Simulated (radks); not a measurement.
Isoelectronic series with 2 electrons, all held in the configuration [He], which need not be the ground one along the series. Method: Dirac Kohn-Sham, PBE, spin-unpolarised, spherical densities, finite nucleus; Fermi nuclear charge, rms radius of each element as measured or else 0.836 A^(1/3) + 0.57 fm; computed with a radial shooting solver on a logarithmic mesh with Libxc functionals. Total energies (hartree) and mean radii <r> (bohr):

[
 {"ion": "He", "E (hartree)": "-2.89307", "1s1/2": "0.9458"},
 {"ion": "B3+", "E (hartree)": "-21.98899", "1s1/2": "0.3264"},
 {"ion": "O6+", "E (hartree)": "-59.11735", "1s1/2": "0.1973"},
 {"ion": "Si12+", "E (hartree)": "-187.72319", "1s1/2": "0.1100"},
 {"ion": "Cl15+", "E (hartree)": "-279.39034", "1s1/2": "0.08994"},
 {"ion": "Ca18+", "E (hartree)": "-389.47259", "1s1/2": "0.07602"},
 {"ion": "V21+", "E (hartree)": "-518.13497", "1s1/2": "0.06577"},
 {"ion": "Fe24+", "E (hartree)": "-665.57267", "1s1/2": "0.05791"},
 {"ion": "Cu27+", "E (hartree)": "-832.01256", "1s1/2": "0.05168"},
 {"ion": "Ge30+", "E (hartree)": "-1017.71467", "1s1/2": "0.04661"},
 {"ion": "Br33+", "E (hartree)": "-1222.97568", "1s1/2": "0.04241"},
 {"ion": "Sr36+", "E (hartree)": "-1448.12953", "1s1/2": "0.03887"},
 {"ion": "Nb39+", "E (hartree)": "-1693.55030", "1s1/2": "0.03584"},
 {"ion": "Ru42+", "E (hartree)": "-1959.65569", "1s1/2": "0.03321"},
 {"ion": "Ag45+", "E (hartree)": "-2246.91652", "1s1/2": "0.03091"},
 {"ion": "Sn48+", "E (hartree)": "-2555.84837", "1s1/2": "0.02887"},
 {"ion": "I51+", "E (hartree)": "-2887.02977", "1s1/2": "0.02706"},
 {"ion": "Ba54+", "E (hartree)": "-3241.1018", "1s1/2": "0.02543"},
 {"ion": "Pr57+", "E (hartree)": "-3618.7797", "1s1/2": "0.02395"},
 {"ion": "Sm60+", "E (hartree)": "-4020.8237", "1s1/2": "0.02261"},
 {"ion": "Tb63+", "E (hartree)": "-4448.1794", "1s1/2": "0.02139"},
 {"ion": "Er66+", "E (hartree)": "-4901.7176", "1s1/2": "0.02026"},
 {"ion": "Lu69+", "E (hartree)": "-5382.5968", "1s1/2": "0.01922"}
]
